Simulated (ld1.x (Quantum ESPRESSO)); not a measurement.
**Logarithmic derivatives: caesium, TM**

Cs (Z = 55), norm-conserving Troullier–Martins (Kleinman–Bylander form), made with ld1.x (Quantum ESPRESSO) 7.5 (PBEsol, fully relativistic). Core [Kr] 4d10 5s2, reference 5p6 5d0 6s1 6p0. Waves: 5p (bound): rc 2.35 bohr; 5d (bound, empty): rc 4.20 bohr; 6s (bound): rc 3.45 bohr. Local part: the s channel. Core correction: none.

Open shells are filled in proportion to 2j + 1 (rel_dist='average').

The phase is arctan(r·u′/u) with u = r·R(r), unwrapped; energies in Ry, scanned from -3 to 5 Ry. A pole is an energy at which the radial function vanishes at the test radius. The pseudo phase is shifted by a multiple of π to meet the all-electron one at the reference energy, and phase errors are pseudo minus all-electron; the curves can meet again beyond the range given. Levels narrower than the energy grid can be missing from the lists of poles. n/a: not evaluated, since a narrow level or a reset projector energy made the automatic matching unsafe.

```csv
channel,radius (bohr),reference energy (Ry),"poles, all-electron","poles, pseudo",unbroken range about the reference energy with phases within 0.05 rad,phase error 1 Ry above the reference energy (rad)
s,4.53,-0.15,"0.71, 3.84","0.48, 1.44, 4.18",n/a,n/a
p1/2,4.53,-1.08,"-1.05, 1.22, 4.48","-1.05, 1.86",below -0.3,+0.112
p3/2,4.53,-0.96,"-0.93, 1.33, 4.64","-0.93, 1.93",below -0.2,+0.154
d3/2,4.53,-0.03,"0.30, 2.44","0.31, 3.09",below 0.7,+0.181
d5/2,4.53,-0.03,"0.31, 2.47","0.33, 3.11",below 0.7,+0.160
```

Phases in the d5/2 channel:

```
E (Ry)  all-electron  pseudo
 -3.00         1.443   1.443
 -2.76         1.438   1.438
 -2.52         1.431   1.431
 -2.28         1.424   1.424
 -2.04         1.416   1.416
 -1.80         1.405   1.406
 -1.56         1.393   1.393
 -1.32         1.377   1.377
 -1.08         1.355   1.356
 -0.84         1.323   1.325
 -0.60         1.272   1.273
 -0.36         1.161   1.163
 -0.12         0.689   0.691
  0.12        -1.253  -1.247
  0.36        -1.609  -1.596
  0.60        -1.754  -1.726
  0.84        -1.927  -1.850
  1.08        -2.397  -2.068
  1.32        -3.837  -2.748
  1.56        -4.390  -3.964
  1.80        -4.552  -4.372
  2.04        -4.631  -4.518
  2.28        -4.681  -4.593
  2.52        -4.720  -4.640
  2.76        -4.755  -4.674
  3.00        -4.792  -4.701
  3.24        -4.837  -4.724
  3.48        -4.907  -4.746
  3.72        -5.052  -4.769
  3.96        -5.589  -4.794
  4.20        -7.139  -4.825
  4.44        -7.561  -4.868
  4.68        -7.685  -4.939
  4.92        -7.745  -5.092
```
